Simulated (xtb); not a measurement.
HClSi, charge +1, doublet, at a GFN2-xTB geometry (a state made from the parent by changing its charge; the spin is typed, not shown lowest). Base run: xtb with GFN2-xTB.

Input for xtb:
```
$ xtb mol.xyz --gfn 2 --chrg 1 --uhf 1 --json

# file mol.xyz
3

Si     0.86135093    -0.21951955     0.44274278
H      2.20871354    -0.51186238    -0.05259738
Cl    -0.83927215     0.21089035    -0.36151774
```

Variants of this job, named by their change:

```tsv
change	ΔE vs base (mEh)	SCF cycles
base	0.000	15
etemp = 10000	-39.296	14
etemp = 5000	-6.936	14
acc = 30	0.000	11
acc = 1000	0.112	6
alpb = benzene	-70.565	16
```

ALPB and GBSA are two models with their own fitted parameters for each solvent, which aren't always the measured dielectric constant.
